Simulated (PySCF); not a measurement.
CCl2F, SMILES [C](Cl)(Cl)F (connectivity only; charge and spin as stated), charge +1, multiplicity 1. Heavy atoms are numbered as in [F:1][C:2]([Cl:3])[Cl:4].

Coordinates come from a B3LYP-D3(BJ)/def2-SVP optimisation. The multiplicity is an assumed one; other spin states were not compared. The isomer is the one that the SMILES or the coordinates give; other isomers of the formula were not compared.

These are PBE/def2-TZVPD in PySCF values and carry that method's errors.

Mulliken values depend strongly on the basis, most of all with diffuse functions as here. Atomic charges (e), one atom of each kind:

```
atom  meta-Löwdin  Mulliken
----  -----------  --------
F1          -0.04      0.03
C2           0.34      0.70
Cl3          0.35      0.13
```
